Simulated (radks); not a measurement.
The numbers below are computed, except where a source is named.
All-electron atom: Ba in [Xe] 5d0.5 6s1.5 (fractional occupations, a model configuration). Level of theory: scalar-relativistic Kohn-Sham, LDA (Slater exchange, Perdew-Wang correlation), spin-unpolarised, spherical densities, finite nucleus; Fermi nuclear charge, rms radius 4.8378 fm (a radial shooting solver on a logarithmic mesh with Libxc functionals).

Normalised radial functions P(r) = r R(r), r in bohr:

```
   r/bohr * 5p (the largest magnitude, 0.822, reaches the edge; | marks zero)
 0.001045                             *
 0.001427                             *
 0.001949                             *
 0.002663                             *
 0.003609                             *
 0.004931                             *
 0.006736                             |*
 0.009203                             |*
  0.01247                             |*
  0.01704                             | *
  0.02328                             |  *
   0.0318                             |    *
  0.04345                             |     *
  0.05888                             |     *
  0.08044                             |    *
   0.1099                             *
   0.1501                       *     |
   0.2035                    *        |
    0.278                       *     |
   0.3798                             |    *
   0.5188                             |             *
   0.7031                             |         *
   0.9606                      *      |
    1.312      *                      |
    1.793  *                          |
     2.43         *                   |
    3.319                    *        |
    4.535                          *  |
    6.195                             *
    8.396                             *
    11.47                             *
    15.67                             *
```

5p: eigenvalue -18.179 eV, 3 radial nodes at r = 0.112, 0.334, 0.858 bohr, <r> = 1.93 bohr, 90 % of the charge inside 2.84 bohr.
